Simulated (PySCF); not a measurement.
Delta-SCF ions had no search for a lower state. Excitations are Tamm–Dancoff values on a coarser integration grid. The basis has no diffuse functions, so Rydberg states are missing or too high.

Br3Ga, SMILES `[Ga]([Br])([Br])[Br]` (charge 0, multiplicity 1)

These are TPSSh-D3(BJ)/def2-TZVP // CAM-B3LYP-D3(BJ)/def2-TZVP in PySCF values and carry that method's errors.

The HOMO is -8.03 eV and the dipole moment is 0.00 D. The HOMO–LUMO gap is 5.42 eV. The LUMO is -2.61 eV and the S1 excitation (TDA) is 4.98 eV. The S1 oscillator strength is 0.000 and the T1 excitation (TDA) is 4.66 eV. The S1–T1 gap (TDA) is 0.32 eV and the vertical ionisation energy (Delta-SCF) is 10.33 eV. The total energy is -9647.2241 Ha and the cost comes out as roughly 4 core-minutes.

```xyz
4

Br    -1.3195    -1.8332     0.0329
Ga     0.0000    -0.0001    -0.0001
Br     2.2473    -0.2250     0.0351
Br    -0.9277     2.0584    -0.0679
```
Charge 0, spin multiplicity 1.
